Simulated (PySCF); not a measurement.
C2H6OSi.

```xyz
10

Si     0.5626    -0.1796    -0.6928
O      1.0658    -1.0744     0.6274
C     -0.9313     0.8473    -0.2336
C     -1.5408     0.6996     0.9488
H      0.2388    -1.1633    -1.7596
H      1.6495     0.7256    -1.1803
H      1.4711    -0.5831     1.3488
H     -1.3279     1.5917    -0.9382
H     -1.1838    -0.0351     1.6809
H     -2.4174     1.2921     1.2378
```

The structure is a stationary point at ωB97X-D3(BJ)/def2-SVP. The values are those of a single conformer.

All values below come from B3LYP/pcSseg-1 (PySCF). Non-relativistic, no solvent.

Give the absolute GIAO shielding of each atom: isotropic value and principal components (ppm). (Estimate from the structure and the level; the computed values follow.)


| atom | σ(iso) | σ11 | σ22 | σ33 | span |
|---|---|---|---|---|---|
| Si1 | 366.5 | 323.3 | 344.2 | 432.2 | 108.9 |
| O2 | 321.5 | 289.4 | 320.1 | 355.1 | 65.7 |
| C3 | 34.7 | -85.4 | 29.2 | 160.3 | 245.7 |
| C4 | 35.7 | -95.9 | 37.5 | 165.5 | 261.4 |
| H5 | 26.5 | 23.5 | 24.9 | 31.1 | 7.6 |
| H6 | 26.3 | 23.1 | 24.9 | 31.1 | 7.9 |
| H7 | 30.8 | 23.5 | 25.5 | 43.5 | 20.0 |
| H8 | 25.2 | 23.1 | 25.6 | 27.0 | 3.8 |
| H9 | 25.2 | 21.7 | 24.3 | 29.5 | 7.9 |
| H10 | 25.1 | 22.0 | 24.8 | 28.3 | 6.3 |
